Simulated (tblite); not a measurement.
(PF2)3P, P4F6.
Z-matrix (Å and degrees, GFN2-xTB geometry), rows numbered from 1:
```
F 
P   1  1.6115
F   2  1.6034  1   94.03
P   2  2.2080  1   97.29  3   -99.89
P   4  2.2077  2   80.31  1   -74.18
F   5  1.6032  4   99.25  2   108.54
F   5  1.6117  4   97.31  2  -156.11
P   4  2.2078  2   80.36  1  -155.94
F   8  1.6116  4   97.34  2   -74.46
F   8  1.6031  4   99.19  2  -169.80
```

Level: GFN2-xTB in tblite, geometry and Hessian alike; calculated harmonic values, unscaled, isolated species. The method is semi-empirical: single wavenumbers can be off by several per cent or more. One conformer, not necessarily the lowest.

Harmonic wavenumbers (cm⁻¹): 35.9, 36.5, 37.2, 92.4, 92.5, 135.6, 173.5, 196.3, 213.8, 213.8, 274.4, 274.6, 348.3, 349.0, 349.1, 451.3, 451.5, 564.9, 703.9, 729.3, 729.5, 772.0, 772.3, 776.2.

A = 811.6, B = 810.5, C = 448.8 MHz; mass 237.885 u (most abundant isotopes); point group C3, symmetry number 3.

Task: Zero-point energy?

Result: ½Σν̃ = 4387 cm⁻¹ = 12.54 kcal/mol.

Task: Give the ideal-gas entropy at 350 K and 1 bar in the rigid-rotor, harmonic-oscillator model (classical rotation).

Result: Translation 43.12, rotation 29.66, vibration 51.17: S = 124.0 cal/(mol K).

Task: And Cp and H(350 K) − H(0)?

Result: Cp = 45.93 cal/(mol K), of which vibrations give 37.98 (their classical limit is 24 R = 47.7); H(350 K) − H(0) = 11.14 kcal/mol without the zero-point energy, 8.36 from vibrations.

Task: How do the functions run with temperature in this model?

Result: 
```
 T (K)  S (cal/(mol K))  Cp (cal/(mol K))  H − H(0) (kcal/mol)  G − H(0) (kcal/mol)  ln q(vib)
    50             64.7              17.3                 0.62                -2.61       1.47
   100             79.3              25.4                 1.70                -6.23       3.76
298.15            116.8              43.5                 8.82               -26.00      11.89
373.15            126.9              46.8                12.22               -35.15      14.51
   500            141.1              50.1                18.38               -52.18      18.46
   750            162.1              52.9                31.32               -90.23      24.87
  1000            177.5              54.1                44.72              -132.77      29.98
```

q(vib) and H(0) count from the zero-point level.

Task: Which modes carry the vibrational entropy at 350 K?

Result: 35.9 cm⁻¹: 5.79; 36.5 cm⁻¹: 5.76; 37.2 cm⁻¹: 5.72; 92.4 cm⁻¹: 3.92; 92.5 cm⁻¹: 3.92; 135.6 cm⁻¹: 3.17 cal/(mol K); the other 18 give 22.88 together.

Task: What must be added to the electronic energy to get the Gibbs energy at 350 K and 1 bar?

Result: ZPE + [H(350 K) − H(0)] − T·S = 12.54 + 11.14 − 43.38 = -19.70 kcal/mol.

Task: Blend soft modes into free rotors: weight 1/[1 + (100 cm⁻¹/ν̃)⁴] for the oscillator and the rest for a rotor with moment μB/(μ + B), μ = h/(8π²ν), B = 10⁻⁴⁴ kg m². What vibrational entropy results?

Result: 44.95 cal/(mol K) in place of 51.17, which changes −T·S at 350 K by +2.18 kcal/mol.

Hindered rotation and anharmonicity are outside this model. Other conformers, if any are populated, would add a mixing term that is left out. The structure is chiral; the term R ln 2 for an equal mix with its mirror image is left out.

Run on one thread, x86-64 server, shared host. The figure is for the frequency step alone.
